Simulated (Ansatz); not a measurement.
Clusters of 5 atoms, II-VI: binding per atom (eV) at several levels, gas phase, relaxed structures; Ansatz. Clusters are the lowest isomers that short searches found in that spin, judged at the geometry's level. Core potentials for Ba, Hg, Sr, Te in the def2 sets, no spin–orbit coupling. Binding counts from free atoms in the multiplicity of their measured ground term, without zero-point energy. Singlets are spin-restricted. The structures are stationary points that may keep the symmetry of their start. Correlated methods freeze inner cores and use unrestricted references for open shells. Remarks come from the PBE and PBE0 runs and from stability tests at other levels; not every state was tested.

```csv
species,state,geometry,PBE-D4/def2-SVP,PBE-D4/def2-TZVP,PBE0-D4/def2-SVP,PBE0-D4/def2-TZVP,MP2/def2-TZVP,remarks
Mg2Te3,singlet,r2SCAN-D4/def2-SVP,2.05,2.05,1.99,2.01,1.97,–
Ba3Se2,singlet,PBE0-D4/def2-SVP,2.90,2.89,2.82,2.83,2.80,restricted SCF unstable in HF
Ca3Te2,singlet,PBE-D4/def2-SVP,2.39,2.35,2.28,2.26,2.10,–
Ca2Te3,singlet,PBE-D4/def2-SVP,2.69,2.68,2.60,2.60,2.40,–
Sr2S3,singlet,B3LYP-D4/def2-SVP,3.25,3.21,3.16,3.13,2.91,–
```

(1) Estimate the rows for Hg2S3 (singlet, r2SCAN-D4/def2-SVP geometry); Sr2O3 (with an O–O bond) (singlet, PBE0-D4/def2-SVP geometry).

(1) 
```csv
species,state,geometry,PBE-D4/def2-SVP,PBE-D4/def2-TZVP,PBE0-D4/def2-SVP,PBE0-D4/def2-TZVP,MP2/def2-TZVP
Hg2S3,singlet,r2SCAN-D4/def2-SVP,1.49,1.61,1.33,1.47,1.31
Sr2O3 (with an O–O bond),singlet,PBE0-D4/def2-SVP,3.71,3.63,3.36,3.30,3.28
```
